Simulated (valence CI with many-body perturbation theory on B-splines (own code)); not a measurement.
## Pd XIV: configurations and terms from energies and g

Computed by valence CI with perturbative core correlation (CI+MBPT): five valence electrons over a frozen Dirac-Fock core [Ar] 3d10, radial functions for each j: 11 s, 11 p, 10 d, 8 f, 5 g, 2 h, with the one-electron correlation potential Σ1 (screened to all orders), the two-electron term Σ2, the three-electron term Σ3, Breit, model QED; selected single and double excitations, second order for the rest, scaled by the run's own slope (own B-spline code, finite nucleus).

No measured spectrum was set against this ion. As an estimate, levels hold to about 250 cm⁻¹ or 0.2 % of their energy and the worst to 1 %, as in measured heavy ions of charge 2 to 7; those with d or f electrons hold less well. Among the levels kept, up to 2300 cm⁻¹ of a level comes from second order outside the variational space, and about a tenth of that is noise between levels of different J, which matters for small intervals.

```json
{"No.": "3", "J": "5/2", "Parity": "odd", "E (eV)": "6.814", "g": "1.199"}
{"No.": "4", "J": "1/2", "Parity": "odd", "E (eV)": "9.840", "g": "0.665"}
{"No.": "6", "J": "5/2", "Parity": "even", "E (eV)": "37.846", "g": "1.568"}
{"No.": "7", "J": "3/2", "Parity": "even", "E (eV)": "41.311", "g": "1.657"}
{"No.": "8", "J": "1/2", "Parity": "even", "E (eV)": "42.010", "g": "2.573"}
{"No.": "10", "J": "5/2", "Parity": "even", "E (eV)": "48.113", "g": "1.231"}
{"No.": "13", "J": "3/2", "Parity": "even", "E (eV)": "57.959", "g": "0.565"}
{"No.": "18", "J": "1/2", "Parity": "even", "E (eV)": "62.703", "g": "0.095"}
{"No.": "21", "J": "9/2", "Parity": "even", "E (eV)": "64.137", "g": "1.281"}
```

Energies count from the lowest level. Strongly mixed levels and levels close to another of their J and parity are left out, so the numbers can have gaps.

(1) Give configuration and LS term of each level.

## Answers

(1) 3: 4s2 4p3 2D°; 4: 4s2 4p3 2P°; 6: 4s 4p4 4P; 7: 4s 4p4 4P; 8: 4s 4p4 4P; 10: 4s 4p4 2D; 13: 4s2 4p2 4d 4F; 18: 4s2 4p2 4d 4D; 21: 4s2 4p2 4d 4F.
